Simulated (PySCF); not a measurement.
C3H6BNO2, SMILES OB1CN=COC1. The structure is a stationary point at PBE-D3(BJ)/def2-SVP. This is a generated structure with no PubChem entry under its InChIKey; it may be hypothetical. One conformer was computed; it need not be the lowest.

Problem. Give the equilibrium geometry at PBE-D3(BJ)/def2-SVP (PySCF confirms it by a frequency run) as bond lengths and angles, and its point group. (The exact figures need the calculation; the answer reports its results.)

Solution. Several could match; the one computed here: point group Cs.
Atoms: O1 B2 C3 N4 C5 O6 C7 H8 H9 H10 H11 H12 H13. Bonded distances (Å): O1–B2 1.364, O1–H8 0.976, B2–C3 1.571, B2–C7 1.587, C3–N4 1.465, C3–H9 1.116, C3–H10 1.116, N4–C5 1.274, C5–O6 1.366, C5–H11 1.107, O6–C7 1.440, C7–H12 1.116, C7–H13 1.116. Angles (°): B2–O1–H8 113.9, O1–B2–C3 120.3, O1–B2–C7 122.1, C3–B2–C7 117.6, B2–C3–N4 115.5, B2–C3–H9 110.2, B2–C3–H10 110.2, N4–C3–H9 108.9, N4–C3–H10 108.9, H9–C3–H10 102.4, C3–N4–C5 120.3, N4–C5–O6 132.0, N4–C5–H11 120.0, O6–C5–H11 108.0, C5–O6–C7 119.2, B2–C7–O6 115.5, B2–C7–H12 110.4, B2–C7–H13 110.4, O6–C7–H12 107.4, O6–C7–H13 107.4, H12–C7–H13 105.2.
